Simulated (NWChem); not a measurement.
Species: C2H4N3 cation; SMILES c1n[nH]c[nH+]1

Computed with NWChem. All runs use the structure optimised with PBE0/def2-SVP. Level: M06-2X/def2-SVP with COSMO at NWChem's default radii, gas-phase geometry; rows give the dielectric constant. Reactions with the solvent are ignored.

```json
[
 {"dielectric constant": "2.4", "electrostatic solvation energy (kcal/mol)": "-40.3"},
 {"dielectric constant": "4.8", "electrostatic solvation energy (kcal/mol)": "-54.9"},
 {"dielectric constant": "7.6", "electrostatic solvation energy (kcal/mol)": "-60.3"},
 {"dielectric constant": "46.7", "electrostatic solvation energy (kcal/mol)": "-68.1"},
 {"dielectric constant": "78.4", "electrostatic solvation energy (kcal/mol)": "-68.7"}
]
```
